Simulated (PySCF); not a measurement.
## Energy of Co²⁺ (cobalt, charge +2) between two integer charges

The 3d beta orbital of [Ar] 3d7 is emptied in steps (occupation f), with all orbitals relaxed, ending at [Ar] 3d6. Computed with PySCF 2.14 in aug-cc-pVTZ-DK (8s7p5d3f2g, 93 functions), with scalar relativity by spin-free X2C-1e. The exact energy is a straight line in f; departures are measured from the line between the end points of the same method.

| f | BLYP (eV) |
| --- | --- |
| 1 | 0.000 |
| 0.8 | -1.331 |
| 0.6 | -2.014 |
| 0.4 | -2.030 |
| 0.2 | -1.364 |
| 0 | 0.000 |

| method | E(f=0) − E(f=1) (eV) | −ε at f=1 (eV) | −ε at f=0.4 (eV) |
| --- | --- | --- | --- |
| BLYP | 34.260 | 26.019 | 35.872 |

Orbital energy along the path (eV):

```
  f     BLYP
  1  -26.019
0.8  -29.210
0.6  -32.497
0.4  -35.872
0.2  -39.324
  0  -42.846
```

Reference removal energy between the ground levels: 33.5 ± 0.06 eV (semi-empirical (NIST evaluation); NIST Atomic Spectra Database, ionization energies). The calculation has no spin-orbit coupling. The determinant left behind need not be the lowest term of the ion.
